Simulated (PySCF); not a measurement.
B(F)(OMe)2 (C₂H₆BFO₂), SMILES O(B(OC)F)C. Atoms are numbered in the order given.

```xyz
12

B     -0.3069     0.0306     0.3249
F     -0.6823    -0.2855     1.5724
O      0.8787    -0.3993    -0.1783
C      1.7835    -1.1922     0.5657
H      1.3853    -1.4393     1.5618
H      1.9828    -2.1258     0.0166
H      2.7337    -0.6477     0.6845
O     -1.1478     0.7895    -0.4137
C     -0.8030     1.1505    -1.7363
H     -0.6689     0.2601    -2.3725
H     -1.6197     1.7631    -2.1446
H      0.1318     1.7345    -1.7617
```
Charge 0, spin multiplicity 1.

Geometry optimised at ωB97X-D3(BJ)/def2-SVP. The values are those of a single conformer.

Computed with PBE/pcSseg-1 in PySCF.

GIAO shieldings, no solvent; atoms listed in one row are averaged. δ = σ(ref) − σ: ¹¹B against BF3 (σ = 83.9 ppm); ¹⁹F against CFCl3 (σ = 133.6 ppm); ¹⁷O against H2O (σ = 334.3 ppm); ¹³C against TMS (σ = 182.0 ppm); ¹H against TMS (σ = 31.49 ppm), references at their B3LYP-D3(BJ)/def2-TZVP geometries, non-relativistic.

```
nucleus          atoms  count  δ (ppm)
-------  -------------  -----  -------
¹¹B                 B1      1      3.7
¹⁹F                 F2      1   -169.9
¹⁷O             O3, O8      2     81.2
¹³C             C4, C9      2     56.8
¹H          H5, H6, H7      3     4.15
¹H       H10, H11, H12      3     3.92
```
